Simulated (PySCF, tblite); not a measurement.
# A complex of BeF2 and ammonia

A gas-phase complex of BeF2 and ammonia; neutral, singlet. The structure comes from a short search (6 tight-binding starts) and was relaxed by PBE0-D3(BJ)/def2-TZVPD; another way of binding may lie lower. No frequency run checks that it is a minimum.

Parts: 1 = BeF2 ([F][Be][F]), atoms 1–3; 2 = ammonia (N), atoms 4–7.

```xyz
7

F     1.652   -0.783    1.606
Be    1.101   -1.248    0.378
F     1.574   -1.681   -0.892
N    -0.661   -1.281    0.472
H    -1.085   -1.705   -0.346
H    -1.025   -0.337    0.564
H    -0.966   -1.789    1.297
```
Atom numbers follow the order of the file, from 1.

| contact | kind (by geometry) | distance (Å) | angle (°) |
| --- | --- | --- | --- |
| Be2···N4 | bond | 1.764 | - |

The parts are joined by the bond Be2–N4, so these are energies of forming such bonds; deforming the relaxed parts to their shape in the adduct costs 10.7 kcal/mol, which the interaction energies leave out.

Interaction energies are complex less parts, with the parts frozen as they stand in it; counterpoise-corrected, in kcal/mol (PySCF).

(1) Give the interaction energy at each level run.

(2) What holds them together? Decompose the wB97M-D3(BJ)/def2-TZVPD energy: frozen parts, their antisymmetrised product, then relaxation.

The parts were also relaxed and run alone, at the levels used for the complex: shieldings by PBE0/pcSseg-2; core levels by delta-SCF with SCAN, pcX-2 on the ionised atom and pcseg-1 elsewhere, spin-free X2C.

(3) What does binding change?

Results:

(1) 
| level | interaction | superposition error removed |
| --- | --- | --- |
| wB97M-D3(BJ)/def2-TZVPD | -39.00 | -1.16 |
| PBE0-D3(BJ)/def2-TZVPD | -40.61 | -1.20 |

(2) electrostatic -60.1, Pauli repulsion +52.8, orbital relaxation -31.2, dispersion correction -1.7 kcal/mol, which sum to the value before the counterpoise correction; the Pauli term holds the exchange-correlation of the frozen density too. Of the attraction, 65 % is electrostatic, 34 % is orbital relaxation, 2 % is dispersion correction.

(3) 
```json
{"property": "shielding of Be2 (ppm)", "alone": "105.7", "in the complex": "103.9", "change": "-1.8"}
{"property": "shielding of N4 (ppm)", "alone": "263.7", "in the complex": "242.2", "change": "-21.4"}
{"property": "F1 1s core level (eV)", "alone": "692.90", "in the complex": "690.70", "change": "-2.20"}
{"property": "Be2 1s core level (eV)", "alone": "123.55", "in the complex": "120.50", "change": "-3.05"}
{"property": "N4 1s core level (eV)", "alone": "405.54", "in the complex": "408.30", "change": "+2.76"}
```

The 4 runs behind this took 67 s in all, one thread each of Intel Xeon Platinum 8259CL on a shared host, launched as `OMP_NUM_THREADS=1 python cluster_run.py task.json out`.
